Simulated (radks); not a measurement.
Values are calculated unless marked as measured or tabulated.
The osmium ion Os3+, configuration [Kr] 4d10 4f14 5s1.75 5p6 5d5 6p0.25 (fractional occupations, a model configuration). Level of theory: scalar-relativistic Kohn-Sham, r2SCAN, spin-unpolarised, spherical densities, finite nucleus; meta-GGA in the generalised Kohn-Sham scheme; Fermi nuclear charge, rms radius 5.4126 fm (a radial shooting solver on a logarithmic mesh with Libxc functionals).

Radial electron density D(r) = 4 pi r^2 rho(r):

r (bohr)  D(r) (e/bohr)
0.002602          33.37
0.003526          48.03
0.004779          65.75
0.006477          84.21
0.008778          98.92
0.0119            104.6
0.01612           99.83
0.02185           92.88
0.02961           99.66
0.04014           124.4
0.05439           141.1
0.07372           125.0
0.09911           108.6
0.1343            125.5
0.182             118.5
0.2467            74.50
0.3344            74.54
0.4532            77.34
0.6142            43.52
0.8323            22.27
1.128             15.04
1.529             7.553
2.072             2.479
2.808            0.5984
3.806            0.1087
5.158           0.01208
6.99          0.0004842

D(r) has 4 maxima, at r = 0.0119, 0.0548, 0.153, 0.402 bohr, and minima at 0.0229, 0.0983, 0.283 bohr, inside which lie 1.89, 11.05, 29.90 electrons.
